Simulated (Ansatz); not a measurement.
`O[SiH](F)I` + H₂O → `O[SiH](O)F` + HI at 600 K and 1 bar (formal hydrolysis of the Si–I bond).

Program: Ansatz. Geometries: PBE0-D4/def2-TZVP. ΔE: electronic, gas phase. CCSD(T)/CBS is the MP2 limit (def2-TZVPP, def2-QZVPP) plus CCSD(T) − MP2 in def2-TZVPP, frozen cores. This one scheme is used for every species. def2 core potentials past Kr. For I outer-core shells are correlated without core-valence functions, which leaves a few kJ/mol of doubt a bond. One conformer a species, not always the lowest.

```
     species  CCSD(T)/CBS energy (Eh)  H − E (kJ/mol)  S (J/(mol·K))
`O[SiH](F)I`               -762.85028           116.5          394.1
         H₂O                -76.37941            76.8          212.8
`O[SiH](O)F`               -541.20494           153.8          375.9
          HI               -298.03592            31.6          227.0
```

H − E and S are ideal-gas, rigid-rotor, harmonic terms from PBE0-D4/def2-TZVP, for one conformer and one mirror image of each species. 1 Eh = 2625.50 kJ/mol, R = 8.31446 J/(mol·K).

Q: By hand: ΔE, ΔH, ΔS and ΔG.

A: ΔE = (-541.20494) + (-298.03592) − (-762.85028) − (-76.37941) = -0.01117 Eh = -29.3 kJ/mol. Δ(H − E) = 153.8 + 31.6 − 116.5 − 76.8 = -7.9, so ΔH = -37.2 kJ/mol. ΔS = 375.9 + 227.0 − 394.1 − 212.8 = -4.0 J/(mol·K). ΔG = -37.2 − 600 × (-4.0)/1000 = -34.8 kJ/mol.

Q: By hand: the equilibrium constant, and the temperature at which ΔG would vanish if ΔH and ΔS stayed fixed.

A: log₁₀ K = −ΔG/(RT ln 10) = 3.0. ΔG = 0 at ΔH/ΔS = 9300 K, far beyond where these terms or the molecules hold.

The number of gas molecules stays the same, so ΔS is small and ΔH decides. A doubt of 5 kJ/mol in ΔE shifts log₁₀ K by 0.4 here. Other conformers and mirror images would add mixing entropy, several J/(mol·K) or more a flexible species. These are equilibria of isolated gas molecules and say nothing of rates. Largest T1 diagnostic: 0.011 (customary marks: 0.02 for closed shells, 0.045 for open ones).
